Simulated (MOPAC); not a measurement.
A run for MOPAC: PM7 on FH4NSi (SMILES N[SiH2]F), a point of a torsion scan.

```
PM7 1SCF PRECISE CHARGE=0 THREADS=1
FH4NSi

N      1.02127902 1    -0.14043474 1    -0.18670335 1
Si    -0.65302544 1     0.09696616 1     0.05838815 1
F     -0.97188086 1     0.95610973 1     1.39266601 1
H      1.50347719 1    -0.93543354 1     0.19450567 1
H      1.64644243 1     0.63915062 1    -0.29981686 1
H     -1.26293638 1    -1.19840364 1     0.28634503 1
H     -1.16656603 1     0.93237278 1    -1.01188935 1
```

Program output:

```
*******************************************************************************
 **                                                                           **
 **                              MOPAC v23.2.5                                **
 **                                                                           **
 *******************************************************************************
 ** MOPAC's Digital Object Identifier: https://doi.org/10.5281/zenodo.6511958 **
 **                                                                           **
 ** Please cite the open-source release paper for use of this MOPAC version:  **
 ** J. E. Moussa and J. J. P. Stewart (2026)                                  **
 ** MOPAC: An open-source semiempirical molecular orbital program             **
 ** J. Open Source Softw., 11(119), 8025, https://doi.org/10.21105/joss.08025 **
 *******************************************************************************

                              PM7 CALCULATION RESULTS

 *******************************************************************************
 *  PM7        - The PM7 Hamiltonian to be used
 *
 *
 *
 *                 CHARGE ON SYSTEM = 0
 *
 *
 *
 *  PRECISE    - TIGHTER CRITERIA TO BE USED
 *  1SCF       - DO 1 SCF AND THEN STOP
 *  THREADS=1  - MULTI-THREADING NOT USED
 *  T=         - A TIME OF 172800.0 SECONDS REQUESTED
 *  DUMP=N     - RESTART FILE WRITTEN EVERY 7200.0 SECONDS REQUESTED
 *******************************************************************************
PM7 1SCF PRECISE CHARGE=0 THREADS=1
 FH4NSi

   ATOM   CHEMICAL          X               Y               Z
  NUMBER   SYMBOL      (ANGSTROMS)     (ANGSTROMS)     (ANGSTROMS)

     1       N          1.02127902  *  -0.14043474  *  -0.18670335  *
     2      Si         -0.65302544  *   0.09696616  *   0.05838815  *
     3       F         -0.97188086  *   0.95610973  *   1.39266601  *
     4       H          1.50347719  *  -0.93543354  *   0.19450567  *
     5       H          1.64644243  *   0.63915062  *  -0.29981686  *
     6       H         -1.26293638  *  -1.19840364  *   0.28634503  *
     7       H         -1.16656603  *   0.93237278  *  -1.01188935  *



          CARTESIAN COORDINATES

    NO.       ATOM           X           Y           Z

     1         N          1.0213     -0.1404     -0.1867
     2        Si         -0.6530      0.0970      0.0584
     3         F         -0.9719      0.9561      1.3927
     4         H          1.5035     -0.9354      0.1945
     5         H          1.6464      0.6392     -0.2998
     6         H         -1.2629     -1.1984      0.2863
     7         H         -1.1666      0.9324     -1.0119

 General Reference for PM7:
 "Optimization of Parameters for Semiempirical Methods VI: More Modifications to the
 NDDO Approximations and Re-optimization of Parameters", J. J. P. Stewart, J. Mol. Mod., 1:32, 19 (2013)
 https://link.springer.com/article/10.1007/s00894-012-1667-x

           Empirical Formula: H4 N Si F  =     7 atoms



      MOLECULAR POINT GROUP   :   C1


      RHF CALCULATION, NO. OF DOUBLY OCCUPIED LEVELS = 10


 -------------------------------------------------------------------------------
 PM7 1SCF PRECISE CHARGE=0 THREADS=1
 FH4NSi



     1SCF WAS SPECIFIED, SO BFGS WAS NOT USED
     SCF FIELD WAS ACHIEVED


                              PM7 CALCULATION
                                                       MOPAC v23.2.5 Linux




          FINAL HEAT OF FORMATION =       -109.07447 KCAL/MOL =    -456.36758 KJ/MOL


          COSMO AREA              =         95.68 SQUARE ANGSTROMS
          COSMO VOLUME            =         81.48 CUBIC ANGSTROMS

          IONIZATION POTENTIAL    =         10.416078 EV
          HOMO LUMO ENERGIES (EV) =        -10.416  0.893
          NO. OF FILLED LEVELS    =         10
          MOLECULAR WEIGHT        =         65.1222         POINT GROUP:  C1

          MOLECULAR DIMENSIONS (Angstroms)

            Atom       Atom       Distance
            H     6    H     5     3.49066
            H     4    H     7     3.31549
            H     7    F     3     2.13997


          SCF CALCULATIONS        =          1





   ATOM   CHEMICAL          X               Y               Z
  NUMBER   SYMBOL      (ANGSTROMS)     (ANGSTROMS)     (ANGSTROMS)

     1       N          1.02127902  *  -0.14043474  *  -0.18670335  *
     2      Si         -0.65302544  *   0.09696616  *   0.05838815  *
     3       F         -0.97188086  *   0.95610973  *   1.39266601  *
     4       H          1.50347719  *  -0.93543354  *   0.19450567  *
     5       H          1.64644243  *   0.63915062  *  -0.29981686  *
     6       H         -1.26293638  *  -1.19840364  *   0.28634503  *
     7       H         -1.16656603  *   0.93237278  *  -1.01188935  *

                             CARTESIAN COORDINATES

   1    N        1.021279020    -0.140434740    -0.186703350
   2   Si       -0.653025440     0.096966160     0.058388150
   3    F       -0.971880860     0.956109730     1.392666010
   4    H        1.503477190    -0.935433540     0.194505670
   5    H        1.646442430     0.639150620    -0.299816860
   6    H       -1.262936380    -1.198403640     0.286345030
   7    H       -1.166566030     0.932372780    -1.011889350


           Empirical Formula: H4 N Si F  =     7 atoms



      MOLECULAR POINT GROUP   :   C1


                  EIGENVALUES
 -39.50073 -36.27784 -17.74015 -17.30422 -15.64005 -15.50472 -15.13903 -13.73392
 -12.76461 -10.41608   0.89331   1.07954   2.56902   4.97620   6.69659   7.27484
  22.36776  22.65594  22.81054  23.92729  24.06607


              NET ATOMIC CHARGES AND DIPOLE CONTRIBUTIONS

  ATOM NO.   TYPE          CHARGE      No. of ELECS.   s-Pop       p-Pop       d-Pop
    1          N          -0.741946        5.7419     1.54156     4.20039
    2         Si           0.384384        3.6156     0.88444     2.48509     0.24609
    3          F          -0.389328        7.3893     1.92925     5.46008
    4          H           0.287218        0.7128     0.71278
    5          H           0.288784        0.7112     0.71122
    6          H           0.086941        0.9131     0.91306
    7          H           0.083947        0.9161     0.91605
 DIPOLE           X         Y         Z       TOTAL
 POINT-CHG.     0.332    -1.637    -2.267     2.816
 HYBRID         1.045     0.561     1.190     1.681
 SUM            1.378    -1.075    -1.077     2.053


          ATOMIC ORBITAL ELECTRON POPULATIONS

     Atom    s        px        py        pz      x^2-y^2     xz        z^2       yz        xy
    1  N   1.54156   1.22388   1.24614   1.73036
    2 Si   0.88444   0.72156   0.98702   0.77651   0.04394   0.05996   0.04713   0.04707   0.04798
    3  F   1.92925   1.92998   1.84304   1.68705
    4  H   0.71278
    5  H   0.71122
    6  H   0.91306
    7  H   0.91605

 **********************
 *                    *
 * JOB ENDED NORMALLY *
 *                    *
 **********************




 == MOPAC DONE ==
```

The run finished.

Cost: very roughly 0.020 core-seconds.
